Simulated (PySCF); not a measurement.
# BiCl, CCSD(T): how much the basis matters

PySCF, UHF reference; triplet, unpaired electrons π ↑↑; De to Bi + Cl without counterpoise correction. Frozen cores follow the default of each basis and core potential.

| basis | relativity | functions | Re (Å) | ωe (cm⁻¹) | De (eV) | frozen orbitals |
| --- | --- | --- | --- | --- | --- | --- |
| def2-SVP | scalar-relativistic core potentials | 44 | 2.490 | 332 | 2.28 | 9 |
| cc-pVDZ-PP/cc-pV(D+d)Z | scalar-relativistic core potentials | 46 | 2.494 | 322 | 2.28 | 9 |
| def2-SVPD | scalar-relativistic core potentials | 59 | 2.517 | 318 | 2.56 | 9 |
| x2c-TZVPPall | spin-free X2C | 125 | 2.443 | 338 | 2.73 | 39 |

Q: How does each smaller set differ from the one with most functions, x2c-TZVPPall?

A: def2-SVP: +4.7 pm, -1.8 % in ωe, -0.45 eV in De; cc-pVDZ-PP/cc-pV(D+d)Z: +5.1 pm, -4.7 % in ωe, -0.45 eV in De; def2-SVPD: +7.4 pm, -5.9 % in ωe, -0.17 eV in De. All at CCSD(T); the set with most functions is neither the basis-set limit nor always the best. The rows treat relativity differently, so the differences are not basis effects alone.

Correlated steps freeze the inner cores (9 to 39 orbitals); shallow outer-core shells are correlated. Correlated levels converge slowly with the basis: in double zeta they bind strong bonds too weakly, by up to about 1 eV, and carry superposition errors of some tenths. Spin–orbit coupling is left out, which matters for elements this heavy, above all for dissociation energies. The state is the lowest determinant that a PBE0 search found; another state may lie lower at other levels.
